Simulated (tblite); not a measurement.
A tight-binding relaxation on `FC(F)[SiH2]C#[C][GeH2][GeH3]`.

Computed with GFN2-xTB geometry optimisation, gas phase (tblite 0.8.0). Start geometry: from a force field or distance geometry. The input is one job of a driver script: a line of settings, then coordinates in Å.

Command:
```bash
OMP_NUM_THREADS=1 python probes_run.py task.json out
```

Input:
```
{"job": {"kind": "relax", "xc": "GFN2-xTB", "basis": "xTB"}, "charge": 0, "multiplicity": 1}
F     -3.066300    -2.000300    -0.079700
C     -3.318100    -0.791200    -0.729500
F     -4.655800    -0.515800    -0.782300
Si    -2.492400     0.569600     0.231800
C     -0.764300     0.049200     0.508700
C      0.391500    -0.292500     0.682300
Ge     2.194600    -0.818200     0.958600
Ge     3.645700     0.985200     0.291100
H     -2.848600    -0.860000    -1.727000
H     -3.176100     0.867400     1.504100
H     -2.460500     1.779700    -0.606500
H      2.385600    -1.030600     2.488300
H      2.478700    -2.103800     0.190600
H      4.858800     1.129100     1.211800
H      4.036400     0.766000    -1.204700
H      2.783200     2.275000     0.318700
```

Output:
```
step      E/eV     max force
  0    -692.60903    2.273
  1    -692.73330    2.011
  2    -692.83454    2.388
  3    -692.92541    0.676
  4    -692.96010    0.647
  5    -692.97227    0.316
  6    -692.97787    0.228
  7    -692.98269    0.241
  8    -692.98823    0.326
  9    -692.99383    0.264
... (45 lines left out)
 55    -693.01417    0.049
 56    -693.01439    0.046
 57    -693.01455    0.023
 58    -693.01461    0.020
 59    -693.01463    0.015
 60    -693.01466    0.025
 61    -693.01469    0.019
 62    -693.01475    0.012
 63    -693.01476    0.013
 64    -693.01478    0.010
```

«max force» is the largest atomic force in eV/Å.

Task: From which step on does the largest force stay under 0.1 eV/Å, and how much energy is left to gain from there?

Result: From step 11 (0.091 eV/Å), 14.7 meV above the end.

Summary of the converged run: energy lowered by 9.4 kcal/mol over 64 steps; largest atomic force 0.010 eV/Å at the end.

Task: Where do the atoms end?

Result: 0.187 Å rms from the input after alignment:
```
atom  x, y, z in Å
F1    -3.4345   -1.9548    0.0126
C2    -3.3187   -0.8182   -0.7304
F3    -4.5900   -0.4765   -1.0921
Si4   -2.5097    0.6108    0.3073
C5    -0.7528    0.0924    0.5372
C6     0.3964   -0.2542    0.7091
Ge7    2.2224   -0.7394    0.9578
Ge8    3.6925    0.9975    0.2606
H9    -2.7920   -1.0960   -1.6545
H10   -3.2299    0.6858    1.5759
H11   -2.6135    1.8156   -0.5180
H12    2.3442   -1.0865    2.4183
H13    2.4078   -2.0289    0.2024
H14    4.9161    1.1002    1.1205
H15    4.1961    0.8073   -1.1378
H16    3.0578    2.3538    0.2873
```

On Arm Neoverse N1, one thread, shared host with 64 logical CPUs at a one-minute load of 41, this took 0.92 s of wall time.
Labels such as C1 count atoms from 1, the log's own numbers from 0.
